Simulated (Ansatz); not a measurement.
Species: sum formula SiHF, net charge 0, singlet state. SMILES: F[SiH]
Geometry from a B3LYP-D3(BJ)/def2-TZVP (Ansatz, an electronic-structure program) optimisation:
```xyz
3

Si    -0.2468    -0.3148     0.4521
H     -0.9813    -1.2112    -0.5591
F      0.4929     0.6243    -0.6411
```

Wanted: atomisation energy (electronic, to ground-state atoms), in eV. Valence correlation only, unless marked. UHF or UKS for open shells. No spin-orbit coupling. No relativistic terms. The coupled-cluster limit lacks core correlation, which all-electron functionals hold. CBS(X,Y): correlation extrapolated as X^-3; Hartree-Fock from the larger set (for Q and 5 zeta extrapolated as (X+1)exp(-9√X)).

```csv
level,program,atomisation energy (eV)
HF/def2-QZVPPD,Ansatz,6.77
PBE-D4/def2-TZVPD,Ansatz + dftd4,9.49
BLYP-D3(BJ)/def2-TZVPD,Ansatz + dftd3,9.55
r2SCAN-D3(BJ)/def2-TZVPD,Ansatz + dftd3,9.31
```

Predict the CCSD(T)/CBS(cc-pV(Q+d)Z,cc-pV(5+d)Z) result (Ansatz).

9.56 eV, so r2SCAN-D3(BJ)/def2-TZVPD differs from it by -0.25 eV.
